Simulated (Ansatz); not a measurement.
C2H7BFNSi can be A, `CB/N=C(/F)[SiH3]`, or B, `NB(F)/C=C/[SiH3]`.

Isolated molecules relaxed with PBE0-D4/def2-TZVP in Ansatz; ΔE leaves out vibrations. CCSD(T)/CBS adds triple-zeta CCSD(T) − MP2 to the extrapolated MP2 energy (def2 sets, frozen cores). Double bonds are as drawn, so ΔE can hold a change between cis and trans. DFT in def2-TZVPP. B3LYP here is the variant with VWN-RPA as its local correlation; programs differ in this. Each species was taken in one conformer, which may not be the lowest.

**Question.** Which is lower in electronic energy at CCSD(T)/CBS, and by how much? (Best estimate.)

**Answer.** Ansatz gave: B, by 56.1 kcal/mol.

**Question.** Give E(B) − E(A) in kcal/mol with PBE0-D4, B2PLYP, CCSD/def2-TZVPP, B3LYP, CCSD(T)/def2-TZVPP, HF/def2-TZVPP, ωB97M-V. (Best estimate.)

**Answer.** Computed: PBE0-D4 -51.4, B2PLYP -52.9, CCSD/def2-TZVPP -56.3, B3LYP -50.6, CCSD(T)/def2-TZVPP -55.3, HF/def2-TZVPP -58.0, ωB97M-V -53.2. None reverses the order clearly.

**Question.** Does the order hold for the free energy at 298.15 K (harmonic terms from PBE0-D4)? (An estimate is asked.)

**Answer.** The calculation gave: Yes: G(B) − G(A) = -52.4 kcal/mol, for one conformer each. Modes under 60 cm⁻¹, often nearly free rotors, make the harmonic entropy too high.

Largest T1 diagnostic: 0.014.

Leaving LDA and LC-ωPBE aside and taking each functional with its dispersion term where it has one, the values, not all of them listed here, spread over 8.3 kcal/mol, from BHLYP-D4 to revPBE-D4. LDA lies −1.4 kcal/mol from PBE without D4. From BLYP to BHLYP (50 % exact exchange), in def2-TZVPP and without D4, E(B) − E(A) moves by −8.1 kcal/mol.
